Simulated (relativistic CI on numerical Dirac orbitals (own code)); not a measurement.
Re³⁺: 4d photoemission

Computed with this model: Dirac-Coulomb-Breit CI, orbitals from a KLI potential per configuration, a model potential for QED, valence Slater integrals scaled by 0.8, multiplet model of photoemission in the sudden approximation; configurations [Xe] 4f14 5d4 → [Kr] 4d9 4f14 5s2 5p6 5d4; 80 K; Lorentzian 4.9 eV and Gaussian 0.6 eV FWHM. Energies are those of the free ion, without screening or charge transfer. The energies are binding energies and can lie tens of eV above those of solids. S is read from ⟨S²⟩ = S(S + 1).

free ion: ground-state S = 1.78, centroid 310.02 eV. Peaks (eV, height): 304.4 (100), 318.4 (66).

Strongest unbroadened transitions for free ion:

```tsv
Energy (eV)	Relative strength
304.20	100.0
304.96	0.8
305.39	10.5
305.59	0.1
306.17	0.2
306.40	0.8
306.54	0.4
309.13	1.0
309.30	0.7
310.33	0.5
310.68	0.2
318.15	15.6
318.54	44.0
319.29	12.7
320.22	0.5
322.88	0.2
323.30	0.1
323.35	0.3
```
